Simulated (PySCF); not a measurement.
**Be₂O₂: from structure and modes to constants**

These are results of PBE0/[Be def2-TZVP, O def2-TZVP], no relativity, density fitting, PySCF, not measurements.

The singlet minimum has D2h symmetry. Masses (u): Be 9.01218, O 15.99492.

```xyz
4
charge 0 multiplicity 1, angstrom
Be    0.8645    0.0000    0.0000
Be   -0.8645    0.0000    0.0000
O     0.0000    1.2015    0.0000
O     0.0000   -1.2015    0.0000
```

Harmonic wavenumbers (cm⁻¹): 536.4 (b3u, ×1), 830.4 (ag, ×1), 876.6 (b3g, ×1), 915.2 (b1u, ×1), 1173.1 (b2u, ×1), 1202.8 (ag, ×1).

Q: What is the harmonic zero-point energy?

A: Half the sum of all 6 wavenumbers, 5534/2 = 2767 cm⁻¹, which is 33.1 kJ/mol (1 cm⁻¹ = 0.0119627 kJ/mol).

Q: Give the standard entropy (298.15 K, 1 bar) by its translational, rotational, vibrational and spin parts, and Cp.

A: Sackur–Tetrode with M = 50.01 u gives 157.6; rotation with symmetry number 4 gives 80.7; vibration 4.7; spin R ln 1 = 0.0. The total is 243.1 J/(mol K), and Cp = 4 R + 13.4 = 46.7 J/(mol K).

This need not be the most stable arrangement of these atoms.
